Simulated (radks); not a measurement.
Problem. Successive ionisation energies (eV) of one element, from differences of total energies of ions in their ground configurations, starting at charge 0: 8.321, 25.298, 37.172, 262.89, 328.94. Method: scalar-relativistic Kohn-Sham, LDA (Slater exchange, Perdew-Wang correlation), spin-unpolarised, spherical densities, finite nucleus; Fermi nuclear charge, rms radius 2.406 fm; computed with a radial shooting solver on a logarithmic mesh with Libxc functionals. Which element is it?

Solution. Boron (Z = 5). The first species listed is B in [He] 2s2 2p1, the last B4+ in 1s1.
